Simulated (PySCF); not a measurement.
FH₅N₂Sn, SMILES [NH2][SnH]([F])[NH2].

The structure is a stationary point at PBE-D3(BJ)/def2-SVP. The def2 effective core potentials stand for the cores of Sn; spin–orbit coupling is left out. Other conformers were not sampled.

Computed with PBE-D3(BJ)/def2-SVP (PySCF).

Frequencies are harmonic and unscaled.

| mode | ν (cm⁻¹) | IR (km/mol) | moving atoms (share of kinetic energy) |
|---|---|---|---|
| 1 | 95 | 41.9 | H 64 %, F 19 %, N 13 % |
| 2 | 123 | 32.4 | H 69 %, N 16 %, F 11 % |
| 3 | 146 | 1.3 | N 60 %, H 24 %, Sn 10 % |
| 4 | 174 | 2.2 | H 39 %, N 25 %, F 21 %, Sn 15 % |
| 5 | 182 | 28.4 | H 37 %, F 28 %, N 26 %, Sn 8 % |
| 6 | 490 | 10.4 | H 87 %, N 12 % |
| 7 | 527 | 91.2 | N 71 %, H 22 % |
| 8 | 534 | 131.3 | N 53 %, H 38 %, Sn 8 % |
| 9 | 573 | 20.3 | H 87 %, N 10 % |
| 10 | 581 | 79.7 | F 83 %, Sn 15 % |
| 11 | 640 | 23.6 | H 67 %, N 26 % |
| 12 | 654 | 115.5 | H 75 %, N 23 % |
| 13 | 827 | 30.0 | H 92 % |
| 14 | 864 | 21.4 | H 89 %, N 10 % |
| 15 | 1486 | 8.1 | H 92 %, N 8 % |
| 16 | 1496 | 13.8 | H 92 % |
| 17 | 1886 | 119.8 | H 99 % |
| 18 | 3407 | 9.7 | H 96 % |
| 19 | 3412 | 10.0 | H 96 % |
| 20 | 3507 | 11.1 | H 92 %, N 8 % |
| 21 | 3508 | 10.8 | H 92 %, N 8 % |
